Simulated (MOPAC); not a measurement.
MOPAC input (MNDO):

```
MNDO PRECISE GNORM=0.05 LET XYZ UHF MS=0.5 GEO-OK AUX(PRECISION=9) THREADS=1
C2ClF2

C     0.46427900 1   -0.48240700 1    0.01662400 1
C    -0.82872400 1   -0.29631400 1    0.06169700 1
F    -1.71110200 1   -1.27296600 1    0.17958200 1
F    -1.44309500 1    0.87950900 1   -0.00273100 1
Cl    1.79849600 1    0.48314300 1   -0.12127000 1
```

From the output:

```
                                                       MOPAC v23.2.5 Linux

          FINAL HEAT OF FORMATION =        -42.92537 KCAL/MOL =    -179.59977 KJ/MOL

          COSMO AREA              =        107.12 SQUARE ANGSTROMS
          COSMO VOLUME            =         89.53 CUBIC ANGSTROMS

          GRADIENT NORM           =          0.01597          =       0.00714 PER ATOM
          IONIZATION POTENTIAL    =         10.620630 EV
          ALPHA SOMO LUMO (EV)    =        -11.046 -0.240
          BETA  SOMO LUMO (EV)    =        -10.621 -0.455
          NO. OF ALPHA ELECTRONS  =         15
          NO. OF BETA  ELECTRONS  =         14
          MOLECULAR WEIGHT        =         97.4718         POINT GROUP:  Cs

          MOLECULAR DIMENSIONS (Angstroms)

            Atom       Atom       Distance
           Cl     5    F     3     4.00638
            F     4    F     3     1.95154
            C     1   Cl     5     0.00000

          SCF CALCULATIONS        =         20

   ATOM   CHEMICAL          X               Y               Z
  NUMBER   SYMBOL      (ANGSTROMS)     (ANGSTROMS)     (ANGSTROMS)

     1       C          0.45142693  *  -0.28745784  *   0.00182760  *
     2       C         -0.90117137  *  -0.24412363  *   0.06092515  *
     3       F         -1.66257987  *  -1.31369329  *   0.18055465  *
     4       F         -1.63351607  *   0.85405278  *   0.00808018  *
     5      Cl          1.95201989  *   0.38774318  *  -0.12083463  *

                             CARTESIAN COORDINATES

   1    C        0.451426930    -0.287457839     0.001827601
   2    C       -0.901171369    -0.244123630     0.060925154
   3    F       -1.662579873    -1.313693292     0.180554654
   4    F       -1.633516066     0.854052780     0.008080183
   5   Cl        1.952019889     0.387743177    -0.120834630

           Empirical Formula: C2 F2 Cl  =     5 atoms

      MOLECULAR POINT GROUP   :   Cs

          ALPHA EIGENVALUES
 -50.02496 -44.78426 -33.18853 -27.14265 -22.21417 -19.69243 -19.38819 -18.26713
 -16.16720 -16.11262 -15.88287 -15.10248 -15.07079 -11.34391 -11.04634  -0.24029
  -0.07558   3.19465   4.64115   4.72923

           BETA EIGENVALUES
 -50.28119 -44.87476 -31.67541 -27.06894 -21.95280 -19.62747 -19.12813 -18.74386
 -16.59739 -16.17283 -15.74492 -14.58428 -14.35308 -10.62063  -0.45516   0.28008
   0.77216   3.19833   4.54859   4.83961

              NET ATOMIC CHARGES AND DIPOLE CONTRIBUTIONS

  ATOM NO.   TYPE          CHARGE      No. of ELECS.   s-Pop       p-Pop
    1          C          -0.141588        4.1416     1.27882     2.86277
    2          C           0.344549        3.6555     1.10416     2.55130
    3          F          -0.150398        7.1504     1.87749     5.27291
    4          F          -0.160326        7.1603     1.87906     5.28127
    5         Cl           0.107763        6.8922     1.97471     4.91752
 DIPOLE           X         Y         Z       TOTAL
 POINT-CHG.     1.671     0.283    -0.100     1.698
 HYBRID        -0.084     0.235    -0.015     0.250
 SUM            1.587     0.519    -0.114     1.674

          ATOMIC ORBITAL ELECTRON POPULATIONS

     Atom    s        px        py        pz
    1  C   1.27882   0.85464   0.93254   1.07560
    2  C   1.10416   0.78454   0.68113   1.08562
    3  F   1.87749   1.76636   1.57462   1.93192
    4  F   1.87906   1.78606   1.55728   1.93793
    5 Cl   1.97471   1.16931   1.79467   1.95355

                    (SZ)    =    0.500000
                    (S**2)  =    1.155487

          ATOMIC ORBITAL SPIN POPULATIONS

    Atom   Total    s     px     py     pz
         Atomic
    1  C  1.6067  0.150  0.103  0.763  0.591
    2  C -0.6158 -0.037 -0.034 -0.019 -0.525
    3  F -0.0332 -0.002  0.002  0.014 -0.047
    4  F -0.0077 -0.001  0.019  0.020 -0.046
    5 Cl  0.0500  0.002 -0.064  0.080  0.032

 **********************
 *                    *
 * JOB ENDED NORMALLY *
 *                    *
 **********************

 == MOPAC DONE ==
```

The geometry given is a B3LYP-D3(BJ)/def2-TZVP minimum.

The determinant is spin-contaminated: <S^2> is 1.16 against 0.75 for a pure state.
